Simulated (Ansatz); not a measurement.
C4N4Si (`N#C[Si](C#N)(C#N)C#N`). Total charge 0; spin multiplicity 1.

Cartesian coordinates in Å:
```
N -1.422 -0.991 2.417
C -0.871 -0.608 1.481
Si -0.001 0.000 0.000
C -0.728 -0.761 -1.487
N -1.186 -1.242 -2.427
C 1.763 -0.444 0.107
N 2.878 -0.723 0.172
C -0.165 1.812 -0.100
N -0.268 2.956 -0.163
```

**Question.** What are the harmonic wavenumbers in cm⁻¹ at PBE0-D4/def2-TZVP (Ansatz, finite differences of forces, unscaled)? (Estimate.)

**Answer.** Computed: 81, 81, 107, 107, 107, 255, 255, 256, 390, 390, 406, 406, 406, 490, 705, 705, 705, 2348, 2348, 2348, 2350.

**Question.** Is this a minimum?

**Answer.** Yes, all 21 modes are real.

**Question.** Give the ideal-gas thermochemistry at 298.15 K and 1 bar (rigid rotor, harmonic oscillator; point group Td, symmetry number 12).

**Answer.** Zero-point energy 91.2 kJ/mol; H(298) − E = 120.2 kJ/mol; entropy 395.6 J/(mol·K), of which translation 169.8, rotation 103.7, vibration 122.2; G(298) − E = 2.2 kJ/mol. Modes under 100 cm⁻¹ are hindered rotations or soft bends, so the harmonic entropy is rough.

**Question.** And at 400, 500, 600, 800 and 1000 K?

**Answer.** 
```json
{"T (K)": "400", "H − E (kJ/mol)": "135.4", "S (J/mol/K)": "439.3", "G − E (kJ/mol)": "-40.4"}
{"T (K)": "500", "H − E (kJ/mol)": "151.2", "S (J/mol/K)": "474.7", "G − E (kJ/mol)": "-86.1"}
{"T (K)": "600", "H − E (kJ/mol)": "167.8", "S (J/mol/K)": "504.9", "G − E (kJ/mol)": "-135.1"}
{"T (K)": "800", "H − E (kJ/mol)": "202.4", "S (J/mol/K)": "554.7", "G − E (kJ/mol)": "-241.3"}
{"T (K)": "1000", "H − E (kJ/mol)": "238.7", "S (J/mol/K)": "595.1", "G − E (kJ/mol)": "-356.4"}
```

**Question.** Rotational constants (cm⁻¹)?

**Answer.** 0.03864, 0.03863, 0.03858.
